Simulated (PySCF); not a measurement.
## A small calculation by hand: dipole moment from atomic charges

B(OH)2(SH) (BH3O2S), SMILES OB(O)S. Atoms are numbered in the order given.

```xyz
7

B     -0.0015     0.4523     0.0000
O     -1.1949     1.1130     0.0000
H     -1.1393     2.0756     0.0000
O      1.2318     1.0404     0.0000
H      1.2296     2.0054     0.0000
S     -0.1009    -1.3756     0.0000
H      1.2376    -1.5611     0.0000
```
Charge 0, spin multiplicity 1.

The structure is a stationary point at B3LYP-D3(BJ)/def2-SVP. The values are those of a single conformer.

Charges (e) from M06-2X/def2-TZVPD run with PySCF:

```tsv
atom	IAO	ESP fit
B1	0.440	0.387
O2	-0.576	-0.479
H3	0.367	0.363
O4	-0.581	-0.631
H5	0.367	0.434
S6	-0.118	-0.272
H7	0.101	0.198
```

The dipole moment of the full density is 3.35 D.

Problem. What dipole moment does each set of point charges give, and which comes closer to that of the density?

Solution. 
μ = Σ q r, and 1 e Å = 4.8032 D.
IAO: Σ q r = (0.142, 0.456, 0.000) e Å, |μ| = 2.29 D.
ESP fit: Σ q r = (0.187, 0.674, 0.000) e Å, |μ| = 3.36 D.
ESP fit comes closer in size. Point charges leave out the atoms' own dipoles (lone pairs, polarised bonds); fits to the potential absorb them, partitions of the density don't.
